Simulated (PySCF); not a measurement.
CH4Al, multiplicity 2. Atoms are numbered in the order given.

```xyz
6

Al     0.1389     0.7785     0.0000
C     -0.0431    -1.1780     0.0000
H     -0.6181    -1.4876     0.8809
H     -0.6181    -1.4876    -0.8809
H      0.9032    -1.7212     0.0000
H     -1.2133     1.6440     0.0000
```
Charge 0, spin multiplicity 2.

Geometry: ωB97X-D3(BJ)/def2-TZVP. The spin state was assumed, not searched. The isomer is the one that the SMILES or the coordinates give; other isomers of the formula were not compared.

The numbers are results of PBE/def2-TZVPD (PySCF), not measurements.

Mulliken values depend strongly on the basis, most of all with diffuse functions as here. ESP charges are fitted to the potential on shells at 1.4 to 2.0 van der Waals radii. Atomic charges (e):

| atom | Mulliken | meta-Löwdin | ESP fit | Mulliken spin |
|---|---|---|---|---|
| Al1 | 0.20 | ___ | 0.10 | 0.77 |
| C2 | -0.71 | ___ | 0.11 | 0.13 |
| H3 | 0.18 | ___ | 0.00 | 0.01 |
| H4 | 0.18 | ___ | 0.00 | 0.01 |
| H5 | 0.23 | ___ | -0.08 | -0.04 |
| H6 | -0.08 | ___ | -0.13 | 0.12 |

**Question.** What belongs in the gaps? (An estimate is asked for; the answer gives what the named calculation found.)

**Answer.** 
- Al1, meta-Löwdin: 0.38
- C2, meta-Löwdin: -0.65
- H3, meta-Löwdin: 0.14
- H4, meta-Löwdin: 0.14
- H5, meta-Löwdin: 0.13
- H6, meta-Löwdin: -0.13
